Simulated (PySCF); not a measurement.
A side-by-side comparison of computed properties.

First species: 5-methylthiazole, C4H5NS.
Numbering: `[CH3:1][c:2]1[cH:3][n:4][cH:5][s:6]1` (hydrogens: H7, H8, H9 on C1; H10 on C3; H11 on C5)

Second species: C6H7NO2.
Numbering: `[CH3:1]/[N:2]=[C:3]1/[CH:4]=[C:5]([C:6](=[O:7])[OH:8])[CH2:9]1` (hydrogens: H10, H11, H12 on C1; H13 on C4; H14 on O8; H15, H16 on C9)

Cartesian coordinates in Å at the GFN2-xTB level; atoms count from 1:
```xyz
16
C6H7NO2 angstrom
C      3.0236   -0.3325    0.1900
N      1.9367   -0.1584    1.1013
C      0.7584   -0.0251    0.6994
C     -0.5122    0.1367    1.3994
C     -1.2147    0.1510    0.2447
C     -2.6330    0.2368   -0.0942
O     -3.0818    0.1778   -1.2126
O     -3.4114    0.3832    0.9911
C      0.0028    0.0044   -0.6464
H      3.4996   -1.2875    0.4184
H      2.7309   -0.3104   -0.8656
H      3.7542    0.4533    0.3873
H     -0.7740    0.2045    2.4377
H     -4.3434    0.4255    0.7249
H      0.2139    0.8602   -1.2851
H      0.0427   -0.9105   -1.2344
```

Levels: PBE0/pcSseg-1 for dipole moment, HOMO energy, LUMO energy and HOMO–LUMO gap; GFN2-xTB for rotational constant A and rotational constant C. Geometries: GFN2-xTB. Each species is one conformer at its optimised geometry, gas phase, non-relativistic unless stated; the electronic structure was computed with PySCF and density fitting.

The conformers computed, where there is a choice (atom-mapped SMILES and torsion angles):
- `[CH3:1]/[N:2]=[C:3]1/[CH:4]=[C:5]([C:6](=[O:7])[OH:8])[CH2:9]1`: C4–C5–C6–O7 -177°, H–O8–C6–C5 -179°

| property | column X | column Y |
| --- | --- | --- |
| dipole moment | 0.37 D | 2.01 D |
| HOMO energy | -7.26 eV | -7.09 eV |
| LUMO energy | -2.21 eV | -0.72 eV |
| HOMO–LUMO gap | 5.05 eV | 6.37 eV |
| rotational constant A | 5.542 GHz | 5.379 GHz |
| rotational constant C | 0.707 GHz | 2.044 GHz |

Problem. Which column belongs to which species?

Solution. Column X is the second species and column Y the first. The first has 11 atoms and 52 electrons, the second 16 and 66.

Problem. How does each property change from the first species to the second?

Solution. dipole moment -1.64 D; HOMO energy -0.17 eV; LUMO energy -1.49 eV; HOMO–LUMO gap -1.32 eV; rotational constant A +0.163 GHz; rotational constant C -1.337 GHz.

On the first: In atomic units the dipole is 0.79 e·bohr (1 au = 2.5417 D).

On the second: In atomic units the dipole is 0.14 e·bohr (1 au = 2.5417 D).
